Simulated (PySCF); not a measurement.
Species: H6N2SSi2.
SMILES: `N1[SiH](N[SiH2]1)S`

Jobs on this species (11 atoms, 64 electrons) with PySCF (density fitting). Hardware of each: one thread of an AMD EPYC 7R43, shared host. Other jobs ran on the host; a repeat could differ by tens of per cent or more. Peak memory is the resident size of the whole Python process, interpreter and libraries included.

```json
{"level and settings": "PBE0-D3(BJ)/def2-SVP, grid level 1", "work": "geometry optimisation from a GFN2-xTB start shaken at random", "basis functions": "112", "SCF cycles": "?", "wall time": "?", "peak memory": "?"}
{"level and settings": "delta-SCF UKS PBE0, pcX-2 on the ionised atom, pcseg-1 elsewhere, spin-free X2C", "work": "ΔSCF core ionisation, 7 holes", "basis functions": "154", "SCF cycles": "90", "wall time": "59 s", "peak memory": "0.58 GiB"}
{"level and settings": "delta-SCF UKS SCAN, def2-TZVP on the ionised atom, pcseg-1 elsewhere, spin-free X2C", "work": "ΔSCF core ionisation, 7 holes", "basis functions": "131", "SCF cycles": "97", "wall time": "43 s", "peak memory": "0.43 GiB"}
{"level and settings": "delta-SCF UKS SCAN, pcX-2 on the ionised atom, pcseg-1 elsewhere, non-relativistic", "work": "ΔSCF core ionisation, 7 holes", "basis functions": "154", "SCF cycles": "99", "wall time": "43 s", "peak memory": "0.51 GiB"}
{"level and settings": "delta-SCF UKS SCAN, pcX-2 on the ionised atom, pcseg-1 elsewhere, spin-free X2C", "work": "ΔSCF core ionisation, 7 holes", "basis functions": "154", "SCF cycles": "98", "wall time": "42 s", "peak memory": "0.49 GiB"}
{"level and settings": "delta-SCF UKS PBE, pcX-2 on the ionised atom, pcseg-1 elsewhere, spin-free X2C", "work": "ΔSCF core ionisation, 7 holes", "basis functions": "154", "SCF cycles": "99", "wall time": "41 s", "peak memory": "0.50 GiB"}
{"level and settings": "delta-SCF UKS HF, pcX-2 on the ionised atom, pcseg-1 elsewhere, spin-free X2C", "work": "ΔSCF core ionisation, 7 holes", "basis functions": "154", "SCF cycles": "84", "wall time": "35 s", "peak memory": "0.51 GiB"}
{"level and settings": "delta-SCF UKS SCAN, pcX-1 on the ionised atom, pcseg-1 elsewhere, spin-free X2C", "work": "ΔSCF core ionisation, 7 holes", "basis functions": "134", "SCF cycles": "98", "wall time": "37 s", "peak memory": "0.41 GiB"}
{"level and settings": "delta-SCF UKS B3LYP, pcX-2 on the ionised atom, pcseg-1 elsewhere, spin-free X2C", "work": "ΔSCF core ionisation, 7 holes", "basis functions": "154", "SCF cycles": "91", "wall time": "59 s", "peak memory": "0.58 GiB"}
```

Problem. Fill in the missing figures.

Solution. 
- PBE0-D3(BJ)/def2-SVP, grid level 1; geometry optimisation from a GFN2-xTB start shaken at random: 46 s, 0.46 GiB, 44 SCF cycles

Problem. What do all jobs in the table cost together?

Solution. About 6.8 min; the longest takes about 15 % of that, and about 1.7 times as long as the shortest.
